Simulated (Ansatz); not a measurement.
Al6N⁻. Total charge -1; singlet. Geometry PBE0-D4/def2-SVPD; atoms count from 1.

```xyz
7

N    -0.353   -0.033   -0.236
Al    0.437   -0.582   -1.964
Al    1.035    0.622    1.436
Al   -1.362   -1.373    0.770
Al    0.650    1.749   -0.850
Al   -1.599    1.266    0.555
Al    1.192   -1.649    0.289
```

The restricted singlet is unstable towards broken spin symmetry in Hartree–Fock (as tested in another run); at PBE0-D4/def2-TZVPD this wasn't settled. The structure comes from a short search, and lower isomers may exist.

Question: Estimate the Mulliken populations from the PBE0/def2-TZVPD orbitals of Ansatz.

Answer: 
| atom | charge (e) |
| --- | --- |
| N1 | -0.16 |
| Al2 | -0.17 |
| Al3 | -0.07 |
| Al4 | -0.18 |
| Al5 | -0.16 |
| Al6 | -0.17 |
| Al7 | -0.10 |
Mulliken values and Mayer orders depend strongly on the basis. With diffuse functions, as here, like atoms can get unlike values, and bond orders can come out too low or too high.

Question: And the Mayer bond orders between bonded heavy atoms (over 0.3)?

Answer: N1–Al2 0.68 (1.98 Å); N1–Al3 0.36 (2.27 Å); N1–Al4 0.70 (1.96 Å); N1–Al5 0.44 (2.14 Å); N1–Al6 0.69 (1.97 Å); N1–Al7 0.32 (2.30 Å); Al2–Al5 0.45 (2.59 Å); Al2–Al7 0.50 (2.60 Å); Al3–Al5 0.52 (2.58 Å); Al3–Al7 0.64 (2.55 Å); Al4–Al6 0.34 (2.66 Å); Al4–Al7 0.51 (2.61 Å); Al5–Al6 0.39 (2.70 Å).
